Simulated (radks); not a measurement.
The neon ion Ne2+ inside a hard spherical wall (all orbitals vanish at R), configuration held at [He] 2s2 2p4 and not refilled when levels cross. Calculated with a radial shooting solver on a logarithmic mesh with Libxc functionals: non-relativistic Kohn-Sham, PBE, spin-polarised, spherical densities, point nucleus; open shells are filled with parallel spins first. Eigenvalues in eV for spin up, with the zero of energy where the potential of the charges vanishes at infinity; a dash marks a level that is unbound or too diffuse for the functional's potential to be trusted. A positive occupied level is held by the wall or, in an anion where self-interaction has pushed it up, behind a barrier. The pressure on the wall is -dE/dV.

R (bohr)	E (hartree)	kinetic (hartree)	e(1s)	e(2s)	e(2p)	e(3s, empty)	e(3p, empty)	pressure (GPa)
free	-126.53765	126.308	-880.82	-79.881	-56.831	-	-	0
12	-126.53765	126.308	-880.82	-79.881	-56.831	-	-	< 0.0001
7	-126.53765	126.308	-880.82	-79.881	-56.831	-16.746	-12.347	< 0.0001
6	-126.53765	126.308	-880.82	-79.881	-56.831	-16.612	-12.043	< 0.0001
5	-126.53763	126.308	-880.82	-79.881	-56.830	-16.028	-11.054	0.00369
3.5	-126.53521	126.336	-880.68	-79.794	-56.730	-10.191	-3.779	1.65
2	-126.09173	128.911	-871.26	-73.477	-49.625	54.302	57.995	895
